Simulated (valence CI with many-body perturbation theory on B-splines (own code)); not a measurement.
# Br4+: calculation against measured levels

Method: configuration interaction combined with many-body perturbation theory (CI+MBPT): three valence electrons over a frozen Dirac-Fock core [Ar] 3d10, a basis of 11 s, 11 p, 9 d, 7 f, 5 g, 2 h, 1 i functions for each j, with the one-electron correlation potential Σ1 (screened to all orders), the two-electron term Σ2, the three-electron term Σ3, Breit, model QED; selected single and double excitations, second order for the rest, scaled by the run's own slope (own B-spline code, finite nucleus).

Against 8 measured levels this calculation errs by 79 cm⁻¹ on average and by 220 at most. These come from a selection out of Moore, Atomic Energy Levels, vol. II, NSRDS-NBS 35 (1971 reprint of NBS Circular 467, 1952), an old analysis. Levels without a partner in it may be off by more.

Measured levels: Moore, Atomic Energy Levels, vol. II, NSRDS-NBS 35 (1971 reprint of NBS Circular 467, 1952). Pairs share parity and J, and are chosen by configuration, term and nearness in energy; levels without a clear partner are left out. The analysis is old, and some levels have since been revised. Energies in cm⁻¹ above the measured ground level. The last column is blank where CI alone has no clear partner.

```csv
Computed label,Label in the source,Measured,Computed,Difference,"CI alone, difference"
4s²4p ²P°_1/2,4s2 4p 2P°,0,0.0,0,0
4s²4p ²P°_3/2,4s2 4p 2P°,6090,6080.7,-9,-201
4s4p² ²D_3/2,4s 4p2 2D,122941,122721.0,-220,-2891
4s4p² ²D_5/2,4s 4p2 2D,123628,123450.3,-178,-2873
4s4p² ²P_1/2,4s 4p2 2P,158158,158178.8,+21,+1590
4s4p² ²P_3/2,4s 4p2 2P,161011,161061.0,+50,+1897
4s²4d ²D_3/2,4s2 4d 2D,187970,187917.5,-53,-904
4s²4d ²D_5/2,4s2 4d 2D,188592,188547.6,-44,-904
4s²5s ²S_1/2,4s2 5s 2S,213510,213564.8,+55,-2769
```

Over 8 excited levels the mean absolute difference is 79 cm⁻¹, the median 51 and the largest 220. For the 8 levels that pair on every rung the mean is CI alone 1754, + Σ1 2090, + Σ2 212, + Σ3 174, + Breit 81, + QED 79. The comparison draws on a selection of the measured levels: 9 of the 73 computed ones have a partner in it, and others may be off by more.
